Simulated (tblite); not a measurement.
C₈H₁₂O₃.
Bonds: C1–C2, C2–C3, C3–C4 (triple), C4–C5, C5–O6 (double), C5–O7, O7–C8, C8–O9, O9–C10, C10–C11. Hydrogens: H12, H13, H14 on C1; H15, H16 on C2; H17, H18 on C8; H19, H20 on C10; H21, H22, H23 on C11.

Structure optimised with GFN2-xTB, isolated species.

Task: List the bond lengths, angles and torsions at this level.

Result: 
```tsv
bond	length (Å)
C1–C2	1.529
C2–C3	1.443
C3≡C4	1.204
C4–C5	1.435
C5=O6	1.205
C5–O7	1.347
O7–C8	1.423
C8–O9	1.381
O9–C10	1.425
C10–C11	1.525
C1–H12, C1–H13, C1–H14	1.087
C2–H15, C2–H16	1.094
C8–H17, C8–H18	1.097
C10–H19, C10–H20	1.096
C11–H21, C11–H22, C11–H23	1.087
```

Bonds in one row agree within 0.01 Å and their mean is given. A selection of angles:
```tsv
angle	degrees
C2–C1–H12	110.0
H12–C1–H13	108.8
H13–C1–H14	108.3
C1–C2–C3	111.4
C1–C2–H15	110.3
C3–C2–H15	108.7
C3–C2–H16	108.2
H15–C2–H16	108.0
C2–C3–C4	179.2
C3–C4–C5	177.7
C4–C5–O6	124.4
C4–C5–O7	110.6
O6–C5–O7	125.0
C5–O7–C8	117.7
O7–C8–O9	112.4
O7–C8–H17	108.7
O7–C8–H18	106.3
O9–C8–H17	112.7
O9–C8–H18	105.9
H17–C8–H18	110.7
C8–O9–C10	116.5
O9–C10–C11	114.2
O9–C10–H19	110.1
O9–C10–H20	103.4
C11–C10–H19	110.1
H19–C10–H20	108.4
C10–C11–H21	109.0
C10–C11–H22	111.2
H21–C11–H22	108.2
H21–C11–H23	109.0
```

Dihedral angles: C4–C5–O7–C8 177° (antiperiplanar); C5–O7–C8–O9 -105° (anticlinal); O7–C8–O9–C10 68° (synclinal); C8–O9–C10–C11 65° (synclinal). The mirror-image conformer, all signs reversed, is as good.

O7 (ester single-bonded oxygen) is bent (angle 117.7°). The 5 C–O bonds span 1.205 Å (C5=O6, drawn double) to 1.425 Å (O9–C10, drawn single), a spread of 0.220 Å. Of the pairs four or more bonds apart, O6···H17 is among the closest relative to their van der Waals radii: 2.27 Å, 84 % of the sum of Bondi's values. The C–C distances run from 1.204 Å (C3≡C4, drawn triple) to 1.529 Å (C1–C2, drawn single), a spread of 0.325 Å.

Point group: C1 (no symmetry element, even within 0.4 Å). Its GFN2-xTB frequencies are all real (lowest 17 cm⁻¹). The numbers are those of one conformer. 3 starts were optimised and ended at 0.00, 0.37 and 1.36 kcal/mol (GFN2-xTB); the lowest of these is shown.

These are computed values.
